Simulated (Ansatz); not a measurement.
Heat of formation of CHBr2Cl (SMILES ClC(Br)Br) from total energies

CHBr2Cl has 5 atoms, charge 0, and is taken as a singlet. As SMILES, `ClC(Br)Br`. Geometry: relaxed at PBE0-D4/def2-TZVP.

```xyz
5

Cl   -0.6636    0.3711    1.5831
C     0.0564    0.1091    0.0110
Br    1.2101   -1.4356    0.0068
Br   -1.2814   -0.0076   -1.3723
H     0.6785    0.9630   -0.2286
```

Total energies at BLYP/def2-SVP (Ansatz 0.2.0); the atoms run unrestricted:

```tsv
species	state	energy (Eh)
CHBr2Cl	singlet	-5646.425641
Cl	doublet	-459.986640
C	triplet	-37.800699
Br	doublet	-2573.823360
H	doublet	-0.496404
```

Harmonic wavenumbers at PBE0-D4/def2-TZVP, in cm⁻¹: 167, 201, 284, 580, 679, 769, 1171, 1214, 3194.

Measured heats of formation of the gaseous atoms at 298.15 K, in kJ/mol: Cl 121.3, C 716.9, Br 111.9, H 218.0. Spin-orbit lowering of the atoms at 298 K (mean of the ground term's levels less their thermal mean, from spectra), in kJ/mol: Cl 3.44, C 0.02, Br 14.69. Take 1 Eh = 2625.50 kJ/mol, 1 cm⁻¹ = 0.0119627 kJ/mol, RT = 2.479 kJ/mol.

Task: Work out the heat of formation of the gas at 298 K.

Result: 
1. Electronic atomisation energy: (-459.986640) + (-37.800699) + 2 × (-2573.823360) + (-0.496404) − (-5646.425641) = 0.495178 Eh = 1300.1 kJ/mol.
2. Zero-point energy: half the sum of the wavenumbers, 4129.5 cm⁻¹ = 49.4 kJ/mol.
3. Thermal vibrational enthalpy, Σ hcν̃/(exp(hcν̃/kT) − 1): 5.3 kJ/mol. Translation, rotation and pV of a non-linear molecule: 4 RT = 9.9 kJ/mol.
4. The 5 free atoms carry 5/2 RT each: 31.0 kJ/mol.
5. Spin-orbit coupling lowers the free atoms by 3.44 + 0.02 + 2 × 14.69 = 32.8 kJ/mol.
6. Atomisation enthalpy at 298 K: 1300.1 − 32.8 − 49.4 − 5.3 − 9.9 + 31.0 = 1233.7 kJ/mol.
7. Sum of the atoms' heats of formation: 1280.0 kJ/mol. Heat of formation: 1280.0 − 1233.7 = +46.3 kJ/mol.

The tabulated value is -3.0 kJ/mol (Active Thermochemical Tables), so this level is off by +49.3 kJ/mol, or 3.8 % of the atomisation enthalpy that the table implies (1282.9 kJ/mol). Relativity is left out. Anharmonicity and any spin-orbit splitting of the molecule are left out.
